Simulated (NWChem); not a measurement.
System: CH5NOSi2; SMILES C1O[SiH2][SiH2]N=1

Here is an NWChem input.

```
start job
memory heap 200 mb stack 900 mb global 1100 mb
geometry units angstroms noautoz
  C      1.604487    -0.061477     0.000000
  N      1.046748    -1.204806     0.000000
  Si    -0.720762    -1.191322     0.000000
  Si    -0.732473     1.155259     0.000000
  O      0.998157     1.163657     0.000000
  H      2.690803     0.055813     0.000000
  H     -1.267638    -1.861052     1.208503
  H     -1.267638    -1.861052    -1.208503
  H     -1.186911     1.888127    -1.209564
  H     -1.186911     1.888127     1.209564
end
basis spherical
  * library 6-31g*
end
dft
  xc revpbe cpbe96
  iterations 150
  mulliken
end
task dft energy
```

Output (shortened):

```
             Northwest Computational Chemistry Package (NWChem) 7.3.0
             --------------------------------------------------------

 CS  symmetry detected

                             Geometry "geometry" -> ""
                             -------------------------

 Output coordinates in angstroms (scale by  1.889725989 to convert to a.u.)

  No.       Tag          Charge          X              Y              Z
 ---- ---------------- ---------- -------------- -------------- --------------
    1 C                    6.0000     1.56131743    -0.03815478     0.00000000
    2 N                    7.0000     1.02225098    -1.19040535     0.00000000
    3 Si                  14.0000    -0.74524449    -1.20567555     0.00000000
    4 Si                  14.0000    -0.79512622     1.14040445     0.00000000
    5 O                    8.0000     0.93513817     1.17695382     0.00000000
    6 H                    1.0000     2.64558171     0.09679100     0.00000000
    7 H                    1.0000    -1.28115350    -1.88421307     1.20850300
    8 H                    1.0000    -1.28115350    -1.88421307    -1.20850300
    9 H                    1.0000    -1.26142579     1.86578305    -1.20956400
   10 H                    1.0000    -1.26142579     1.86578305     1.20956400

 Effective nuclear repulsion energy (a.u.)     282.9946081383

      Symmetry information
      --------------------

 Group name             Cs
 Group number              2
 Group order               2
 No. of unique centers     8

  pbe96 is a nonlocal functional; adding pw91lda local functional.

                                 NWChem DFT Module
                                 -----------------

 Summary of "ao basis" -> "ao basis" (spherical)
 ------------------------------------------------------------------------------
       Tag                 Description            Shells   Functions and Types
 ---------------- ------------------------------  ------  ---------------------
 C                           6-31g*                  6       14   3s2p1d
 N                           6-31g*                  6       14   3s2p1d
 Si                          6-31g*                  8       18   4s3p1d
 O                           6-31g*                  6       14   3s2p1d
 H                           6-31g*                  2        2   2s

      Symmetry analysis of basis
      --------------------------

        a'         62
        a"         26

            General Information
            -------------------
          SCF calculation type: DFT
          Wavefunction type:  closed shell.
          No. of atoms     :    10
          No. of electrons :    54
           Alpha electrons :    27
            Beta electrons :    27
          Charge           :     0
          Spin multiplicity:     1
          Use of symmetry is: on ; symmetry adaption is: on
          Maximum number of iterations: 150
          AO basis - number of functions:    88
                     number of shells:    44
          Convergence on energy requested:  1.00D-06
          Convergence on density requested:  1.00D-05
          Convergence on gradient requested:  5.00D-04

              XC Information
              --------------
                        RevPBE Exchange Functional  1.000
            Perdew 1991 LDA Correlation Functional  1.000 local
           PerdewBurkeErnz. Correlation Functional  1.000 non-local

             Grid Information
             ----------------
          Grid used for XC integration:  medium
          Radial quadrature: Mura-Knowles
          Angular quadrature: Lebedev.
          Tag              B.-S. Rad. Rad. Pts. Rad. Cut. Ang. Pts.
          ---              ---------- --------- --------- ---------
          C                   0.70       49          10.0       434
          N                   0.65       49          10.0       434
          Si                  1.10       88          10.0       590
          O                   0.60       49          10.0       434
          H                   0.35       45          11.0       434
          Grid pruning is: on
          Number of quadrature shells:   458
          Spatial weights used:  Erf1

      Superposition of Atomic Density Guess
      -------------------------------------

 Sum of atomic energies:        -746.83412236

      Non-variational initial energy
      ------------------------------

 Total energy =    -749.021436
 1-e energy   =   -1594.479879
 2-e energy   =     562.463835
 HOMO         =      -0.289178
 LUMO         =       0.026243

      Symmetry analysis of molecular orbitals - initial
      -------------------------------------------------

  Numbering of irreducible representations:

     1 a'          2 a"

  Orbital symmetries:

     1 a'          2 a'          3 a'          4 a'          5 a'
     6 a'          7 a'          8 a'          9 a"         10 a'
    11 a"         12 a'         13 a'         14 a'         15 a'
    16 a'         17 a'         18 a'         19 a'         20 a"
    21 a'         22 a"         23 a'         24 a"         25 a'
    26 a"         27 a'         28 a'         29 a"         30 a'
    31 a"         32 a'         33 a'         34 a'         35 a'
    36 a'         37 a"

     ---------------------------------------------
      Total Density - Mulliken Population Analysis
     ---------------------------------------------

    Atom       Charge   Shell Charges
 -----------   ------   -------------------------------------------------------
    1 C    6     5.31   2.00  0.69  1.51  0.43  0.59  0.09
    2 N    7     7.92   2.00  0.86  2.57  0.87  1.59  0.02
    3 Si  14    13.53   2.00  2.00  5.97  0.98  1.65  0.30  0.49  0.14
    4 Si  14    13.39   2.00  2.00  5.97  0.97  1.54  0.31  0.47  0.13
    5 O    8     8.80   2.00  0.93  3.04  0.92  1.90  0.02
    6 H    1     0.81   0.47  0.34
    7 H    1     1.06   0.47  0.59
    8 H    1     1.06   0.47  0.59
    9 H    1     1.06   0.47  0.59
   10 H    1     1.06   0.47  0.59

   convergence    iter        energy       DeltaE   RMS-Dens  Diis-err
 ---------------- ----- ----------------- --------- --------- ---------
 d= 0,ls=0.0,diis     1   -749.7745435789 -1.03D+03  2.18D-02  9.32D-01
 d= 0,ls=0.0,diis     2   -749.4542061170  3.20D-01  1.63D-02  3.68D+00
 d= 0,ls=0.0,diis     3   -749.8575988254 -4.03D-01  6.13D-03  2.67D-01
 d= 0,ls=0.0,diis     4   -749.8738268778 -1.62D-02  2.63D-03  1.54D-01
 d= 0,ls=0.0,diis     5   -749.8894036985 -1.56D-02  6.32D-04  2.57D-03
  Resetting Diis
 d= 0,ls=0.0,diis     6   -749.8896824062 -2.79D-04  2.44D-04  2.90D-04
 d= 0,ls=0.0,diis     7   -749.8897249047 -4.25D-05  1.56D-04  3.02D-05
 d= 0,ls=0.0,diis     8   -749.8897159835  8.92D-06  9.59D-05  9.01D-05
 d= 0,ls=0.0,diis     9   -749.8897296385 -1.37D-05  1.18D-05  1.36D-06
 d= 0,ls=0.0,diis    10   -749.8897297466 -1.08D-07  4.90D-06  4.03D-07

         Total DFT energy =     -749.889729746631
      One electron energy =    -1597.790595778097
           Coulomb energy =      629.397728982869
    Exchange-Corr. energy =      -64.491471089699
 Nuclear repulsion energy =      282.994608138296

 Numeric. integr. density =       53.999975890309

                  Occupations of the irreducible representations
                  ----------------------------------------------

                     irrep           alpha         beta
                     --------     --------     --------
                     a'               21.0         21.0
                     a"                6.0          6.0

                       DFT Final Molecular Orbital Analysis
                       ------------------------------------

 Vector   25  Occ=2.000000D+00  E=-2.662601D-01  Symmetry=a'
              MO Center= -1.4D-02,  3.6D-02, -1.9D-15, r^2= 3.6D+00
   Bfn.  Coefficient  Atom+Function         Bfn.  Coefficient  Atom+Function
  ----- ------------  ---------------      ----- ------------  ---------------
    36      0.347951   3 Si py               68      0.311988   5 O  py
    54     -0.258887   4 Si py               67      0.241603   5 O  px
    72      0.227822   5 O  py               18      0.191973   2 N  py
    71      0.154295   5 O  px               32     -0.138612   3 Si py
    22      0.136998   2 N  py               34      0.136159   3 Si s

 Vector   26  Occ=2.000000D+00  E=-2.437514D-01  Symmetry=a"
              MO Center=  6.1D-01, -1.4D-01,  2.9D-16, r^2= 3.4D+00
   Bfn.  Coefficient  Atom+Function         Bfn.  Coefficient  Atom+Function
  ----- ------------  ---------------      ----- ------------  ---------------
    69     -0.401806   5 O  pz               19      0.395563   2 N  pz
    73     -0.308330   5 O  pz               23      0.283391   2 N  pz
     5      0.178565   1 C  pz               82     -0.174047   7 H  s
    84      0.174047   8 H  s                86     -0.148866   9 H  s
    88      0.148866  10 H  s                 9      0.098663   1 C  pz

 Vector   27  Occ=2.000000D+00  E=-2.179555D-01  Symmetry=a'
              MO Center=  5.5D-01, -6.6D-01, -3.4D-16, r^2= 3.2D+00
   Bfn.  Coefficient  Atom+Function         Bfn.  Coefficient  Atom+Function
  ----- ------------  ---------------      ----- ------------  ---------------
    17      0.343379   2 N  px               18     -0.321072   2 N  py
    54     -0.258036   4 Si py               22     -0.249079   2 N  py
    20      0.209672   2 N  s                21      0.207111   2 N  px
    35     -0.202504   3 Si px               70      0.155021   5 O  s
    80     -0.142446   6 H  s                58     -0.136707   4 Si py

 Vector   28  Occ=0.000000D+00  E=-4.213531D-02  Symmetry=a"
              MO Center=  6.9D-01, -2.9D-01,  2.5D-15, r^2= 3.5D+00
   Bfn.  Coefficient  Atom+Function         Bfn.  Coefficient  Atom+Function
  ----- ------------  ---------------      ----- ------------  ---------------
     5      0.498701   1 C  pz                9      0.489794   1 C  pz
    82      0.361690   7 H  s                84     -0.361690   8 H  s
    41     -0.342265   3 Si pz               23     -0.313828   2 N  pz
    19     -0.278123   2 N  pz               86     -0.263124   9 H  s
    88      0.263124  10 H  s                59     -0.218335   4 Si pz

 Vector   29  Occ=0.000000D+00  E=-3.618845D-02  Symmetry=a'
              MO Center= -9.2D-01,  4.4D-01, -5.1D-15, r^2= 4.7D+00
   Bfn.  Coefficient  Atom+Function         Bfn.  Coefficient  Atom+Function
  ----- ------------  ---------------      ----- ------------  ---------------
    57      0.741522   4 Si px               39      0.473559   3 Si px
    70     -0.330226   5 O  s                53      0.326355   4 Si px
     6     -0.252921   1 C  s                21      0.217678   2 N  px
    71      0.210459   5 O  px               20     -0.206886   2 N  s
    38      0.206677   3 Si s                86      0.206899   9 H  s

 Vector   30  Occ=0.000000D+00  E=-6.603956D-03  Symmetry=a'
              MO Center= -9.5D-01, -3.5D-01, -9.1D-17, r^2= 5.7D+00
   Bfn.  Coefficient  Atom+Function         Bfn.  Coefficient  Atom+Function
  ----- ------------  ---------------      ----- ------------  ---------------
    56     -1.148159   4 Si s                38      1.141316   3 Si s
    58      1.007811   4 Si py               40      0.964828   3 Si py
    39     -0.574085   3 Si px               35     -0.310201   3 Si px
    36      0.281981   3 Si py               54      0.266791   4 Si py
    57      0.222496   4 Si px               53      0.215800   4 Si px

     ---------------------------------------------
      Total Density - Mulliken Population Analysis
     ---------------------------------------------

    Atom       Charge   Shell Charges
 -----------   ------   -------------------------------------------------------
    1 C    6     5.78   2.00  0.71  1.96  0.38  0.65  0.09
    2 N    7     7.43   2.00  0.81  2.40  0.89  1.31  0.03
    3 Si  14    13.69   2.00  2.00  5.96  1.01  1.93  0.26  0.36  0.17
    4 Si  14    13.62   2.00  2.00  5.96  1.01  1.86  0.26  0.36  0.18
    5 O    8     8.48   2.00  0.91  2.90  0.95  1.70  0.02
    6 H    1     0.83   0.54  0.30
    7 H    1     1.04   0.51  0.53
    8 H    1     1.04   0.51  0.53
    9 H    1     1.04   0.51  0.54
   10 H    1     1.04   0.51  0.54

     -------------------------------------------
      Total Density - Lowdin Population Analysis
     -------------------------------------------

    Atom       Charge   Shell Charges
 -----------   ------   -------------------------------------------------------
    1 C    6     5.98   1.99  0.53  1.75  0.38  1.11  0.22
    2 N    7     7.32   1.99  0.73  2.24  0.59  1.71  0.06
    3 Si  14    13.75   2.00  1.98  5.88  0.69  1.73  0.38  0.86  0.23
    4 Si  14    13.72   2.00  1.98  5.88  0.71  1.69  0.39  0.83  0.25
    5 O    8     8.29   1.99  0.87  2.74  0.67  1.96  0.05
    6 H    1     0.86   0.50  0.36
    7 H    1     1.02   0.50  0.52
    8 H    1     1.02   0.50  0.52
    9 H    1     1.02   0.50  0.52
   10 H    1     1.02   0.50  0.52

     Multipole analysis of the density
     ---------------------------------

     L   x y z        total         alpha         beta         nuclear
     -   - - -        -----         -----         ----         -------
     0   0 0 0     -0.000000    -27.000000    -27.000000     54.000000

     1   1 0 0     -0.462446     -0.231223     -0.231223      0.000000
     1   0 1 0      0.296821      0.148411      0.148411     -0.000000
     1   0 0 1     -0.000000     -0.000000     -0.000000      0.000000

     2   2 0 0    -30.959142   -120.875840   -120.875840    210.792539
     2   1 1 0      0.901172      0.110001      0.110001      0.681171
     2   1 0 1      0.000000      0.000000      0.000000      0.000000
     2   0 2 0    -35.940405   -149.457847   -149.457847    262.975290
     2   0 1 1      0.000000      0.000000      0.000000      0.000000
     2   0 0 2    -33.271914    -27.076051    -27.076051     20.880189
```

Level: revPBE/6-31G* (spherical d). Geometry: optimised at B3LYP/6-31G* (spherical d).
